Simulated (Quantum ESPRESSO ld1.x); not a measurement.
The numbers below are computed, except where a source is named.
The aim is the samarium ion Sm+ in [Xe] 4f6 6s1. This ld1.x (Quantum ESPRESSO 7.5) run was made with `OMP_NUM_THREADS=1 ld1.x < ld1.in > ld1.out`. Can the result be used? Name any fault.

```
 &input
    zed=62.0,
    iswitch=1,
    rel=1,
    lsd=1,
    dft='M06L',
    config='[Xe] 4f6 6s1',
    verbosity='high',
    prefix='ld1',
    max_out_wfc=37,
    file_charge='ld1.rho',
 /
```

Output (excerpt):

```
     Program LD1 v.7.5 starts

 %%%%%%%%%%%%%%%%%%%%%%%%%%%%%%%%%%%%%%%%%%%%%%%%%%%%%%%%%%%%%%%%%%%%%%%%%%%%%%
     Error in routine ld1_setup (2):
     meta-GGA not implemented for LSDA
 %%%%%%%%%%%%%%%%%%%%%%%%%%%%%%%%%%%%%%%%%%%%%%%%%%%%%%%%%%%%%%%%%%%%%%%%%%%%%%

     stopping ...
```

Answer. No (refused). The line at issue: dft='M06L'. The program stops in ld1_setup with "meta-GGA not implemented for LSDA": ld1.x has meta-GGAs only without spin and for rel = 0 or 1. The sound input gives -10420.021 hartree.
